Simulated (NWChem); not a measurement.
Total energies of GeSe

```
Ge
Se 1 2.1689
```
Charge 0, spin multiplicity 1.

All runs are NWChem calculations. Structure: optimised with PBE/def2-SVP, a minimum by its harmonic frequencies.

Basis set: def2-QZVP (150 functions).

```csv
method,total energy (Ha),relative cost
RHF,-4475.33905,1
MP2,-4475.95230,under 3
B2PLYP,-4477.98560,5
PBE,-4478.02808,under 3
B3LYP,-4478.77738,under 3
BLYP,-4478.80875,under 3
```

Total energies of different functionals aren't comparable as a measure of quality: only differences taken within one method are. Costs are rough ratios of processor time within this set of runs, SCF included, with RHF as 1.

The Hamiltonian is non-relativistic. The correlated methods keep 18 core orbitals frozen. B3LYP has NWChem's definition, with VWN1-RPA local correlation. The structure started from a generated list of species.
